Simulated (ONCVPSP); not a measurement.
**Before and after: ONCV potential for Sn (Z = 50)**

- Element: Sn (Z = 50)
- Generator: ONCVPSP 4.0.1
- Type: optimised norm-conserving Vanderbilt (ONCV)
- Functional: LDA (Perdew-Zunger)
- Relativity: scalar-relativistic
- Frozen core: [Kr] 4d10
- Valence charge: 4
- Reference configuration: 5s2 5p2
- Partial waves: 5s: rc 2.15 bohr, ncon 4, nbas 9, qcut 2.8 1/bohr, 1 projector; 5p: rc 1.90 bohr, ncon 3, nbas 6, qcut 5.2 1/bohr, 3 projectors, debl 3 Ha
- Local potential: polynomial inside 1.20 bohr (lpopt 5, dvloc0 -1 Ha)
- Core correction: none

All-electron outer shells of the reference configuration (LDA (Perdew-Zunger), scalar-relativistic, ld1.x):

| shell | level (eV) | outermost node (bohr) | outermost maximum (bohr) |
| --- | --- | --- | --- |
| 4p | -89.56 | 0.41 | 0.79 |
| 4d | -25.90 | 0.39 | 0.88 |
| 5s | -10.81 | 0.98 | 2.01 |
| 5p | -3.87 | 1.09 | 2.55 |

Change: p: debl 4.65.

Cutoffs: the cutoffs (Ha) at which the residual kinetic energy of the hardest occupied pseudo-wave falls to 1 and 0.1 mHa per electron; they do not see the model core or the augmentation charge, which bear on the density cutoff. Errors are all-electron minus pseudo energies relative to the spin-unpolarised reference configuration.

**Question.** How do hardness, ghosts and transferability respond?

**Answer.** The potential gets neither clearly harder nor softer (18 Ha and 49 Ha → 18 Ha and 49 Ha); the bound ghosts move from p, s to s; of the 4 tests that both files solve, the error grows in 1 and shrinks in 0 by more than 15 % and 0.3 meV (median size 34.5 → 35.9 meV).

```csv
quantity,base,changed
"cutoff, loose",18 Ha,18 Ha
"cutoff, tight",49 Ha,49 Ha
bound ghosts,"s, p",s
GHOST(+) flags under 300 eV,none,p at 202.3 eV
"error for 5s2 5p1, meV [ΔE 7.10 eV]",+5.2,+5.8
"error for 5s2 5p0, meV [ΔE 21.36 eV]",+56,+57
"error for 5s1 5p0, meV [ΔE 52.81 eV]",+297,+297
"error for 5s1 5p2, meV [ΔE 14.83 eV]",+13,+15
s: phases at 2.18 bohr within 0.05 rad from the reference energy up to (Ha; the scan ends near 5),1.0,1.0
p: phases at 1.92 bohr within 0.05 rad from the reference energy up to (Ha; the scan ends near 5),to the end of the scan,to the end of the scan
```

Changed file: The cutoffs count occupied waves only; projector 2 of the p channel, the hardest unoccupied one, needs 47 Ha at the loose tolerance. A true bound ghost makes a file unfit for plane-wave use even where its test errors are small: the radial tests pick states by their node count and pass the ghost by.
